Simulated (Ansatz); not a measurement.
IPb (SMILES [I][Pb]), doublet, at a GFN2-xTB geometry (such geometries of metal compounds can be far from the true shape) (the spin is typed, not shown lowest) (core potentials on I, Pb). Base run: BLYP/def2-TZVP (Ansatz, an electronic-structure program).

Ansatz was given this input:
Ansatz 0.2 input:
```yaml
crystal:
  periodic: [false, false, false]
  atoms:
    - {symbol: Pb, position_ang: [-0.00000000, -0.00000000, -1.09402383]}
    - {symbol: I, position_ang: [0.00000000, 0.00000000, 1.69264065]}
basis:
  gaussian:
    orbitals: def2-TZVP
hamiltonian:
  xc: blyp
magnetization: {spin_polarized: true, initial_magnetization: 1}
```

Each row names what was changed in the base input (with any setting that the change needs).

```
change              basis functions      E (Eh)  core-seconds (rough)
------------------  ---------------  ----------  --------------------
base                            100  -490.55167                    10
basis = def2-SVP                 52  -490.53295                     8
basis = def2-SV(P)               52  -490.53295                     6
basis = def2-SVPD                67  -490.53587                     8
basis = def2-TZVPP              100  -490.55167                    10
basis = def2-TZVPD              115  -490.55207                    20
basis = def2-QZVP               164  -490.55400                    20
basis = def2-QZVPP              164  -490.55400                    20
```

Totals compare only among sets that treat the same electrons; sets with core potentials leave the core out.
